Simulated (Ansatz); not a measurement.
`CC(=O)[Te][SiH3]` and `CCC(C)=O` differ in one atom or group.

Ansatz, PBE0-D4/def2-TZVP geometries, multiplicity 1. Each molecule was computed in one conformer, which needn't be the lowest.

Elements past krypton have def2 core potentials.

```json
{"property": "HOMO energy (ωB97M-V/def2-TZVPP) / eV", "`CC(=O)[Te][SiH3]`": "-8.70"}
{"property": "LUMO energy (PBE/def2-TZVPP) / eV", "`CC(=O)[Te][SiH3]`": "-2.00"}
{"property": "LUMO energy (PBE0/def2-TZVPP) / eV", "`CC(=O)[Te][SiH3]`": "-0.96"}
{"property": "size of the dipole moment (ωB97M-V/def2-TZVPP) / D", "`CC(=O)[Te][SiH3]`": "2.83"}
{"property": "HOMO–LUMO gap (ωB97M-V/def2-TZVPP) / eV", "`CC(=O)[Te][SiH3]`": "9.53"}
{"property": "HOMO–LUMO gap (B3LYP/def2-TZVPP) / eV", "`CC(=O)[Te][SiH3]`": "5.29"}
```

Question: Give the same properties after the change, and the shifts. (An estimate is asked.)

Answer: Ansatz gave: 
```
                                          property  `CCC(C)=O`  shift
             HOMO energy (ωB97M-V/def2-TZVPP) / eV       -9.59  -0.89
                 LUMO energy (PBE/def2-TZVPP) / eV       -1.46   0.54
                LUMO energy (PBE0/def2-TZVPP) / eV       -0.27   0.69
size of the dipole moment (ωB97M-V/def2-TZVPP) / D        2.86   0.03
           HOMO–LUMO gap (ωB97M-V/def2-TZVPP) / eV       11.59   2.06
             HOMO–LUMO gap (B3LYP/def2-TZVPP) / eV        6.39   1.10
```

With PBE0 the HOMO falls by 0.51 eV and the LUMO rises by 0.69 eV, so the gap widens by about 1.20 eV. PBE moves the HOMO by 0.08 eV and ωB97M-V by -0.89 eV. Dipoles are sizes alone; their direction can turn.

B3LYP here is the variant with VWN-RPA as its local correlation; programs differ in this.

Spin–orbit coupling is left out; it splits and shifts lone-pair levels of the heavy atoms by tenths of an eV.
